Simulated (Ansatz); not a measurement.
# A ladder of methods for SnH2F (SMILES [F][SnH2])

The species is SnH2F (4 atoms), meant as a doublet with charge 0. As SMILES, `[F][SnH2]`. The shape is that of a PBE0-D4/def2-TZVP optimisation.

```xyz
4

F    -1.5526   -0.1900    0.6407
Sn    0.0283   -0.2422   -0.4683
H     1.1841   -1.0544    0.5241
H     0.3957    1.4262   -0.7167
```

Each level gives the vertical ionisation energy (to the singlet cation) (eV). The values are calculated.

```csv
level,kind,program,value (eV),less FCI/STO-3G,CPU time (all runs)
U-revPBE/STO-3G,GGA,Ansatz,5.53,+0.89,3.9 s
UPBE/STO-3G,GGA,Ansatz,5.56,+0.92,3.9 s
U-r2SCAN0/STO-3G,hybrid meta-GGA,Ansatz,5.97,+1.33,9.7 s
U-wB97M-V/STO-3G,range-separated hybrid,Ansatz,5.62,+0.98,46 s
UHSE06/STO-3G,range-separated hybrid,Ansatz,5.81,+1.17,4.8 s
UB2PLYP/STO-3G,double hybrid,Ansatz,5.40,+0.76,5 s
UCCSD(T)/STO-3G,coupled cluster or CI,Ansatz,4.66,+0.02,1.4 s
FCI/STO-3G,exact in the basis,Ansatz,4.64,0.00,11 s
```

FCI/STO-3G is exact within its basis and frozen core, so for wave-function methods in that basis the difference is their error; functionals converge differently with the basis, so for them it is only a difference. All-electron rows without a relativistic Hamiltonian named are non-relativistic. Spin-orbit coupling, which can split open shells on such heavy atoms by tenths of an eV, is left out. The values span 4.64 to 5.97 eV. All rows use very small basis sets, so even the best lies far from the true value. In the correlated wave-function rows the outer d shell of Sn is correlated, in sets not made for it. CPU times are rough (shared hosts, several kinds of processor): they show what a rung costs within a factor of a few.
